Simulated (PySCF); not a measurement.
# How methods differ on the interval between two levels of I(3+)

I(3+) [Kr] 4d10 5s2 5p2 [3P2, M_J = 2] → I(3+) [Kr] 4d10 5s1 5p3 [5S2, M_J = 2], as a difference of total energies. Calculation: PySCF 2.14, in x2c-TZVPall-2c with one added diffuse shell each of s, p, d, f type (9s10p6d3f, 90 functions); the two-component X2C-1e Hamiltonian. Correlated levels: [Ar] 3d10 frozen; the 6 highest virtual spinors dropped. "Screened" scales the spin-orbit matrix elements by Boettger's factors to mimic the two-electron term; Breit and QED terms are absent.

```
                    method  interval between two levels (cm⁻¹)
           GHF (spin-free)                               53431
          GMP2 (spin-free)                               68134
 GHF (screened spin-orbit)                               51218
GMP2 (screened spin-orbit)                               65565
```

The labels give the starting determinants; with spin-orbit coupling the two ends relaxed to ⟨J²⟩ = 6.01, ⟨L²⟩ = 2.90, ⟨S²⟩ = 1.60 and ⟨J²⟩ = 6.00, ⟨L²⟩ = 0.06, ⟨S²⟩ = 5.94.
